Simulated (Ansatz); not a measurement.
`[NH2][Ge][F]` + H₂ → `[F][GeH]` + NH₃  (hydrogenolysis of a Ge–N bond)

Calculated with Ansatz (gas phase, PBE0-D4/def2-TZVP geometries, no zero-point term in ΔE). CBS: MP2 limit from def2 TZ/QZ plus the TZ coupled-cluster correction, frozen cores. This one scheme is used for every species. For Ge outer-core shells are correlated without core-valence functions, which leaves a few kJ/mol of doubt a bond. Scalar relativity is left out up to krypton. One conformer a species, not always the lowest.

```tsv
species	CCSD(T)/CBS(def2) energy (Eh)
`[NH2][Ge][F]`	-2231.86581
H₂	-1.17544
`[F][GeH]`	-2176.50038
NH₃	-56.50880
```

Q: Work out ΔE.

A: ΔE = (-2176.50038) + (-56.50880) − (-2231.86581) − (-1.17544) = 0.03207 Eh = +84.2 kJ/mol.

Largest T1 diagnostic among the species: 0.014.

In def2-TZVPP, CCSD(T) changes the Hartree–Fock value by +21.2 kJ/mol (the triples alone add +5.5 kJ/mol) and MP2 by +32.5 kJ/mol. From PBE to PBE0 (25 % exact exchange), in def2-TZVPP and without D4, ΔE moves by −4.7 kJ/mol. Leaving LDA and LC-ωPBE aside and taking each functional with its dispersion term where it has one, the values, not all of them listed here, spread over 18.2 kJ/mol, from B97M-V to r2SCAN-D4. LDA lies +10.8 kJ/mol from PBE without D4.
